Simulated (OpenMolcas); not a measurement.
A ladder of methods for AlGeH4F (SMILES [F][AlH][GeH3])

AlGeH4F has 7 atoms, charge 0, and is taken as a singlet. SMILES: `[F][AlH][GeH3]`. The coordinates come from a PBE0-D4/def2-TZVP relaxation.

```xyz
7

F    -2.0020   -1.4878    0.7165
Al   -0.4915   -1.3271    0.0666
Ge    0.4282    0.9603   -0.0651
H     0.2040   -2.6599   -0.4226
H     0.0957    1.5992   -1.4280
H    -0.1364    1.8870    1.0248
H     1.9633    0.9602    0.0623
```

Each level gives the HOMO–LUMO gap (eV). The values are calculated.

```csv
level,kind,program,value (eV)
SVWN5/def2-SVPD,LDA,OpenMolcas,4.13
PBE/def2-SVPD,GGA,OpenMolcas,4.26
revPBE/def2-SVPD,GGA,OpenMolcas,4.32
M06-L/def2-SVPD,meta-GGA,OpenMolcas,4.94
r2SCAN/def2-SVPD,meta-GGA,OpenMolcas,4.78
B3LYP/def2-SVPD,global hybrid,OpenMolcas,5.73
BHLYP/def2-SVPD,global hybrid,OpenMolcas,7.91
PBE0/def2-SVPD,global hybrid,OpenMolcas,6.12
```

All-electron rows without a relativistic Hamiltonian named are non-relativistic. The values span 4.13 to 7.91 eV. Orbital gaps aren't excitation energies; they tend to grow with the share of exact exchange.
